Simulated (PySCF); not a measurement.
# Finite-field polarisability of Mg (magnesium, neutral)

[Ne] 3s2, closed-shell 1S. Calculation: PySCF 2.14, in aug-cc-pVTZ-DK; the spin-free X2C one-electron Hamiltonian (Gaussian nucleus). Frozen: [Ne]. Energy changes in a uniform field (μhartree):

```
axis  F (au)        HF       MP2      CCSD   CCSD(T)
   x  0.0016  -103.569   -98.047   -95.408   -95.408
   x  0.0032  -414.671  -392.545  -381.962  -381.962
```

Question: Derive α along x at CCSD(T) from the two fields.

Answer: With ΔE = −αF²/2 − γF⁴/24, α = −(16 ΔE(F) − ΔE(2F))/(6F²) = 74.52 bohr³.

Question: And the mean polarisability at each level?

Answer: HF 80.89, MP2 76.58, CCSD 74.52, CCSD(T) 74.52 bohr³. Reference: 71.2 ± 0.4 bohr³ (recommended; Schwerdtfeger and Nagle, table of static dipole polarizabilities (2023 update)).
